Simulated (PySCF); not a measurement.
Cu⁺: excitation energy

Cu⁺ [Ar] 3d10 (1S) → Cu⁺ [Ar] 3d9 4s1 (3D), as a difference of total energies. Computed with PySCF 2.14 in aug-cc-pwCVTZ-PP with ECP10MDF (8s8p7d4f3g, 122 functions), with scalar relativity through the core potential. Correlated levels: valence: 3s2 3p6 frozen; valence and next inner shell: nothing frozen outside the core potential. The calculations carry no spin-orbit coupling.

```csv
method,excitation energy (cm⁻¹)
UHF,4949.0
LDA,23225
PBE,20007
PBE0,17778
r2SCAN,15683
BLYP,18509
MN15,34833
HSE06,17378
MP2 (valence),27543
SCS-MP2 (valence),25431
MP2 (valence and next inner shell),31176
SCS-MP2 (valence and next inner shell),28348
```

Errors of the correlated levels include the incompleteness of this basis and the frozen core.

For comparison: 22649 cm⁻¹ (measured; NIST levels, between the centres of gravity of the two terms).
